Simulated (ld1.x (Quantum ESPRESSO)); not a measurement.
Transferability test, TM potential for aluminium

* Element: Al (Z = 13)
* Generator: ld1.x (Quantum ESPRESSO) 7.5
* Type: norm-conserving Troullier–Martins (Kleinman–Bylander form)
* Functional: PBE
* Relativity: scalar-relativistic
* Frozen core: [Ne]
* Valence charge: 3
* Reference configuration: 3s2 3p0 (charge +1)
* Partial waves: 3s (bound): rc 1.75 bohr; 3p (bound, empty): rc 2.05 bohr; 3d channel at 0.15 Ry: rc 2.05 bohr
* Local potential: all-electron potential smoothed inside 1.30 bohr (lloc = -1)
* Core correction: Bessel-smoothed model core, default radius (core density twice the valence density)

Energies are relative to the spin-unpolarised reference configuration 3s2 3p0; without spin polarisation the order of configurations can differ from experiment. The frozen-core shift is the all-electron ΔE with the core orbitals held at their reference shape minus the fully relaxed ΔE.

Q: Give the all-electron excitation energy and the error of the potential for: 3s2 3p1; 3s1 3p0; 3s2 3p0.5; 3s1 3p2; 3s2 3p1.3; 3s0 3p3; 3s1 3p1.

A:

```
valence configuration  charge  ΔE all-electron (eV)  error AE − PS (meV)  frozen-core shift (meV)
              3s2 3p1       0                -5.761                 +3.5                     +0.6
              3s1 3p0      +2                19.225                  +10                      +13
            3s2 3p0.5    +0.5                -3.676                 +1.3                     +0.2
              3s1 3p2       0                -0.622                 -1.9                     +0.3
            3s2 3p1.3    -0.3                -6.336                 +4.6                     +0.6
              3s0 3p3       0                 4.689                 -9.4                     +3.0
              3s1 3p1      +1                 5.810                 -1.4                     +1.6
```
